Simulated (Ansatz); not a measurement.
Consider the redistribution: `CO[Si](C)(N)Br` + `BCl` → `C[SiH](N)Br` + `COBCl`.

Calculated with Ansatz (gas phase, PBE0-D4/def2-TZVP geometries, no zero-point term in ΔE). CCSD(T)/CBS adds triple-zeta CCSD(T) − MP2 to the extrapolated MP2 energy (def2 sets, frozen cores). This one scheme is used for every species. DFT in def2-TZVPP. B3LYP here is the variant with VWN-RPA as its local correlation; programs differ in this. For Br outer-core shells are correlated without core-valence functions, which leaves a few kJ/mol of doubt a bond. Scalar relativity is left out up to krypton. One conformer a species, not always the lowest.

```json
{"level": "PBE-D4", "ΔE (kJ/mol)": "-45.6", "difference from CCSD(T)/CBS": "-13.3"}
{"level": "r2SCAN-D4", "ΔE (kJ/mol)": "-38.8", "difference from CCSD(T)/CBS": "-6.5"}
{"level": "PBE0-D4", "ΔE (kJ/mol)": "-40.4", "difference from CCSD(T)/CBS": "-8.1"}
{"level": "B3LYP-D4", "ΔE (kJ/mol)": "-35.6", "difference from CCSD(T)/CBS": "-3.3"}
{"level": "ωB97X-V", "ΔE (kJ/mol)": "-34.2", "difference from CCSD(T)/CBS": "-1.9"}
{"level": "ωB97M-V", "ΔE (kJ/mol)": "-34.2", "difference from CCSD(T)/CBS": "-1.9"}
{"level": "B2PLYP", "ΔE (kJ/mol)": "-38.9", "difference from CCSD(T)/CBS": "-6.6"}
{"level": "PBE", "ΔE (kJ/mol)": "-51.2", "difference from CCSD(T)/CBS": "-18.9"}
{"level": "r2SCAN", "ΔE (kJ/mol)": "-40.5", "difference from CCSD(T)/CBS": "-8.2"}
{"level": "PBE0", "ΔE (kJ/mol)": "-45.5", "difference from CCSD(T)/CBS": "-13.2"}
{"level": "B3LYP", "ΔE (kJ/mol)": "-44.5", "difference from CCSD(T)/CBS": "-12.2"}
{"level": "HF/def2-TZVPP", "ΔE (kJ/mol)": "-32.5", "difference from CCSD(T)/CBS": "-0.2"}
{"level": "MP2/def2-TZVPP", "ΔE (kJ/mol)": "-31.8", "difference from CCSD(T)/CBS": "0.5"}
{"level": "SCS-MP2/def2-TZVPP", "ΔE (kJ/mol)": "-32.3", "difference from CCSD(T)/CBS": "0.0"}
{"level": "CCSD/def2-TZVPP", "ΔE (kJ/mol)": "-32.9", "difference from CCSD(T)/CBS": "-0.6"}
{"level": "CCSD(T)/def2-TZVPP", "ΔE (kJ/mol)": "-33.8", "difference from CCSD(T)/CBS": "-1.5"}
{"level": "HF/def2-QZVPP", "ΔE (kJ/mol)": "-32.3", "difference from CCSD(T)/CBS": "0.0"}
{"level": "MP2/def2-QZVPP", "ΔE (kJ/mol)": "-30.8", "difference from CCSD(T)/CBS": "1.5"}
{"level": "SCS-MP2/def2-QZVPP", "ΔE (kJ/mol)": "-31.6", "difference from CCSD(T)/CBS": "0.7"}
{"level": "HF/CBS(def2)", "ΔE (kJ/mol)": "-32.2", "difference from CCSD(T)/CBS": "0.1"}
{"level": "MP2/CBS(def2)", "ΔE (kJ/mol)": "-30.3", "difference from CCSD(T)/CBS": "2.0"}
{"level": "CCSD/CBS(def2)", "ΔE (kJ/mol)": "-31.5", "difference from CCSD(T)/CBS": "0.8"}
{"level": "CCSD(T)/CBS", "ΔE (kJ/mol)": "-32.3", "difference from CCSD(T)/CBS": "0"}
```

Largest T1 diagnostic among the species: 0.012.

The D4 term adds +9.0 kJ/mol with B3LYP and +5.1 kJ/mol with PBE0; it sums over pairs of atoms, weighted by their polarisabilities, and B3LYP, whose exchange is more repulsive, gets the larger term. From PBE to PBE0 (25 % exact exchange), in def2-TZVPP and without D4, ΔE moves by +5.7 kJ/mol.
